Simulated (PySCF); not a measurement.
Ge(H)3(Et) (C2H8Ge), SMILES C[CH2][GeH3].

Coordinates come from a B3LYP-D3(BJ)/def2-SVP optimisation.

Calculation: r2SCAN/def2-TZVPD (PySCF).

Symmetry labels are those of the subgroup Cs that the program uses (full group Cs).

Computed valence orbital energies around the gap with their symmetry:
```
orbital  symmetry  energy (eV)
-------  --------  -----------
HOMO−7         A'       -13.58
HOMO−6         A"       -11.28
HOMO−5         A'       -10.57
HOMO−4         A'        -9.51
HOMO−3         A"        -8.87
HOMO−2         A'        -8.24
HOMO−1         A"        -8.15
HOMO           A'        -7.29
LUMO           A'         0.22
LUMO+1         A'         0.78
LUMO+2         A'         0.95
LUMO+3         A"         1.28
```
